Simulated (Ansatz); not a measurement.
The first iterations of a band of a periodic cell of 13 atoms, AlTc12 (surface Tc(0001), adsorbate Al).

Level of theory: DFT PBE, scalar-relativistic, plane waves, PAW in Ansatz 0.2.0. Settings: cutoff 600 eV, k mesh 4x4x1, gaussian smearing 0.1 eV, no spin polarisation.

* movable images: 3
* climbing image: yes
* spring: 5.0 eV/Å²
* optimiser: quadratic models (default)
* start path: default
* force threshold: 0.05 eV/Å
* iteration limit: 50
* end points: as typed, not relaxed
* atoms held: 1 to 4

First end point:

```xyz
13
Lattice="5.4800 0.0000 0.0000 2.7400 4.7458 0.0000 0.0000 0.0000 15.3950" Properties=species:S:1:pos:R:3
Tc 0.000 0.000 1.000
Tc 2.740 0.000 1.000
Tc 1.370 2.373 1.000
Tc 4.110 2.373 1.000
Tc 0.000 1.582 3.197
Tc 2.740 1.582 3.197
Tc 1.370 3.955 3.197
Tc 4.110 3.955 3.197
Tc 0.000 0.000 5.395
Tc 2.740 0.000 5.395
Tc 1.370 2.373 5.395
Tc 4.110 2.373 5.395
Al 3.475 3.684 7.815
```

Last end point:

```xyz
13
Lattice="5.4800 0.0000 0.0000 2.7400 4.7458 0.0000 0.0000 0.0000 15.3950" Properties=species:S:1:pos:R:3
Tc 0.000 0.000 1.000
Tc 2.740 0.000 1.000
Tc 1.370 2.373 1.000
Tc 4.110 2.373 1.000
Tc 0.000 1.582 3.197
Tc 2.740 1.582 3.197
Tc 1.370 3.955 3.197
Tc 4.110 3.955 3.197
Tc 0.000 0.000 5.395
Tc 2.740 0.000 5.395
Tc 1.370 2.373 5.395
Tc 4.110 2.373 5.395
Al 4.845 1.311 7.815
```

| iteration | highest image above the first end (eV) | largest band force component (eV/Å) |
| --- | --- | --- |
| 1 | 0.260 | 0.970 |
| 2 | 0.097 | 0.850 |
| 3 | 0.005 | 0.512 |
| 4 | 0.000 | 0.454 |
| 5 | 0.000 | 0.525 |
| 6 | 0.000 | 0.585 |
| 7 | 0.000 | 0.605 |
| 8 | 0.000 | 0.519 |
| 9 | 0.000 | 0.747 |
| 10 | 0.000 | 1.198 |
| 11 | 0.345 | 2.195 |
| 12 | 0.652 | 2.503 |
| 13 | 1.638 | 2.993 |
| 14 | 1.719 | 3.121 |
| 15 | 2.971 | 6.971 |
| 16 | 3.131 | 10.457 |

Task: Does the band converge within its limit, and where does its top end?

Result: It did not converge within its limit. It ended after 50 iterations with the highest image 1.080 eV above the first end. The band didn't meet its force threshold, so its energies are provisional: the largest band force was still 10.05 eV/Å, and over the last iterations the top moved between 0.83 and 1.08 eV. Neighbouring images lie up to 5.0 Å apart, so the band is torn or far too coarse. The end points aren't both relaxed to the band's threshold either. Inner images lie below an end point, which means an intermediate or an end that isn't the lowest structure nearby. Limits of this set-up: coarse k mesh, thin slab, slab without dipole correction.

The run took 20 min on 4 threads of AMD EPYC 9R45 96-Core Processor (Zen 5) (shared host), peak memory 3.9 GiB.
